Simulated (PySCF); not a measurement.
Delta-SCF ions had no search for a lower state. Excitations are Tamm–Dancoff values on a coarser integration grid. The basis has no diffuse functions, so Rydberg states are missing or too high.

Z-matrix (Å, degrees):
```
Ga
S 1 2.2095
H 2 1.3433 1 95.89
Si 1 2.4099 2 114.23 3 -179.54
H 4 1.4874 1 112.31 2 -4.42
H 4 1.4896 5 108.56 1 121.92
H 4 1.4898 5 108.51 6 116.72
Si 1 2.4109 2 116.98 3 0.64
H 8 1.4890 1 111.51 2 -5.89
H 8 1.4893 9 108.39 3 127.02
H 8 1.4898 9 108.25 10 116.63
```
Charge 0, spin multiplicity 1.

Problem. What is the computed HOMO, vertical ionisation energy (Delta-SCF), LUMO, S1 excitation (TDA) and HOMO–LUMO gap (M06-2X/def2-TZVP // PBE0-D3(BJ)/def2-TZVP (PySCF 2.14.0))?

Solution. 
| Quantity | Result |
|---|---|
| HOMO | -8.28 eV |
| vertical ionisation energy (Delta-SCF) | 9.17 eV |
| LUMO | -1.41 eV |
| S1 excitation (TDA) | 4.02 eV |
| HOMO–LUMO gap | 6.87 eV |
